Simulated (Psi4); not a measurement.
Psi4 input (wB97X-D/6-311+G**):

```
memory 1500 MB

molecule {
-1 1
Si   -0.04756189   -0.95901857    0.27984017
Cl    1.73900744    0.36591280   -0.03557094
Cl   -1.69804253    0.50996005   -0.12608197
H    -0.03053696   -1.46357839   -1.16966282
symmetry c1
no_reorient
no_com
}

set {
  basis 6-311+G**
  reference rks
  scf_type pk
  dft_radial_points 99
  dft_spherical_points 590
  e_convergence 1e-8
  d_convergence 1e-7
  maxiter 150
}

e = energy('wb97x-d')
print_out(f'\nFINAL {e:.10f} DIPOLE {variable("CURRENT DIPOLE")[0]:.6f} {variable("CURRENT DIPOLE")[1]:.6f} {variable("CURRENT DIPOLE")[2]:.6f}\n')
```

From the last part of the output:

```
      74A      2.229759    75A      2.541019    76A      2.547623
      77A      2.556291    78A      2.557591    79A      2.620188
      80A      2.640007    81A      2.897661    82A      5.734761
      83A      9.949840    84A      9.999357    85A     11.622974
      86A     11.647804    87A     11.647905    88A     26.121802
      89A     26.129796    90A     26.159581    91A     26.176594
      92A     26.359224    93A     26.381589    94A    141.230946
      95A    216.015157    96A    216.074909

    Final Occupation by Irrep:
              A
    DOCC [    25 ]
    NA   [    25 ]
    NB   [    25 ]

  @RKS Final Energy: -1210.64433261351564

   => Energetics <=

    Nuclear Repulsion Energy =            167.8492092131350262
    One-Electron Energy =               -2017.8812271628596591
    Two-Electron Energy =                 696.2420565177022809
    DFT Exchange-Correlation Energy =     -56.8537118541755575
    Empirical Dispersion Energy =          -0.0006593273177790
    VV10 Nonlocal Energy =                  0.0000000000000000
    Total Energy =                      -1210.6443326135156440

Computation Completed

Properties will be evaluated at   0.000000,   0.000000,   0.000000 [a0]

Properties computed using the SCF density matrix

 Multipole Moments:

 ------------------------------------------------------------------------------------
     Multipole            Electronic (a.u.)      Nuclear  (a.u.)        Total (a.u.)
 ------------------------------------------------------------------------------------

 L = 1.  Multiply by 2.5417464519 to convert [e a0] to [Debye]
 Dipole X            :          0.0038995            0.0000001            0.0038996
 Dipole Y            :         -0.0004971            0.0000002           -0.0004969
 Dipole Z            :         -0.1488747            0.0000002           -0.1488745
 Magnitude           :                                                    0.1489264

 ------------------------------------------------------------------------------------

FINAL -1210.6443326135 DIPOLE 0.003900 -0.000497 -0.148874

*** Psi4 exiting successfully. Buy a developer a beer!
```

The dipole moment of an ion depends on the origin.
